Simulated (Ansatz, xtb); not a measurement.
## Two isomers of C5H11NS

We compare X, `CC(C)/C(S)=C/N`, a singlet, with Y, `CC(C)=C(S)CN`, a singlet. Both are isolated molecules in the gas phase, relaxed with PBE0-D3(BJ)/def2-SVP, each in the lowest conformer that the search found.

Which of the two would you expect CCSD(T)/def2-SVP + ΔMP2/def2-TZVPP electronic energies to favour?

Structure X; the calculation gives E(Y) − E(X) = +5.0 kcal/mol.

Level by level:

| level | geometry | E(Y) − E(X) (kcal/mol) | departure from the last row (kcal/mol) | job, with rough time for the two |
| --- | --- | --- | --- | --- |
| PBE0-D3(BJ)/def2-SVP | PBE0-D3(BJ)/def2-SVP | +5.8 | +0.9 | optimisation, 5.4 min |
| HF/def2-SVP | PBE0-D3(BJ)/def2-SVP | +7.9 | +2.9 | part of the CCSD(T) run |
| MP2/def2-SVP | PBE0-D3(BJ)/def2-SVP | +6.6 | +1.6 | part of the CCSD(T) run |
| CCSD(T)/def2-SVP | PBE0-D3(BJ)/def2-SVP | +6.1 | +1.1 | single point |
| CCSD(T)/def2-SVP + ΔMP2/def2-TZVPP | PBE0-D3(BJ)/def2-SVP | +5.0 |  | single point, 6.3 min |

As drawn, both hold the same kinds of bond in the same numbers.

The levels shown agree on the order. The largest departure from CCSD(T)/def2-SVP + ΔMP2/def2-TZVPP is that of HF/def2-SVP, 2.9 kcal/mol. Levels run at GFN2-xTB geometries aren't shown. The last row adds to CCSD(T) the change of the MP2 difference between the two basis sets, here −1.1 kcal/mol.

With thermal terms from frequencies at re-optimised GFN2-xTB minima (ideal gas, soft modes damped towards free rotors, one conformer each, 298.15 K, 1 atm): the zero-point term adds +0.1 kcal/mol; ΔH is +5.1 and ΔG +4.8 kcal/mol.

The correlated steps freeze 11 core orbitals. Codes used: Ansatz 0.2.0, xtb 6.7.1; the last row on 2 threads of Arm Neoverse N1 on a shared host.
